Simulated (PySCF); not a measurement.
## A small calculation by hand: chemical shift, span and skew from a shielding tensor

anisole (C₇H₈O), SMILES COc1ccccc1. Atoms are numbered in the order given.

```xyz
16

C      0.3224    -2.7575     0.0000
O     -0.6712    -1.7583     0.0000
C     -0.2763    -0.4603     0.0000
C     -1.3076     0.4956     0.0000
C     -0.9998     1.8530     0.0000
C      0.3347     2.2822     0.0000
C      1.3544     1.3301     0.0000
C      1.0632    -0.0400     0.0000
H     -0.2048    -3.7203     0.0000
H      0.9631    -2.6972    -0.8986
H      0.9631    -2.6972     0.8986
H     -2.3413     0.1402     0.0000
H     -1.8113     2.5870     0.0000
H      0.5733     3.3490     0.0000
H      2.4012     1.6492     0.0000
H      1.8806    -0.7633     0.0000
```

Geometry optimised at r2SCAN-D4/def2-SVP. Other conformers were not sampled.

GIAO shieldings from PBE/pcSseg-1 (PySCF), non-relativistic, no solvent. The symmetric part of the tensor of C4 has the principal values -27.4, 49.2, 155.4 ppm. The same nucleus in TMS has σ = 182.0 ppm at this level (PySCF, at its B3LYP-D3(BJ)/def2-TZVP geometry).

Task: Work out the isotropic shielding, the ¹³C shift against TMS, the span and the skew.

Result: 
σ(iso) = (σ11 + σ22 + σ33)/3 = 59.1 ppm. δ = σ(ref) − σ(iso) = 182.0 − (59.1) = 122.9 ppm.
Span Ω = σ33 − σ11 = 182.8 ppm. Skew κ = 3(σ(iso) − σ22)/Ω = 0.16. Tumbling in solution averages the tensor to δ; in a static solid the shielding alone would spread this spin-1/2 line over Ω.
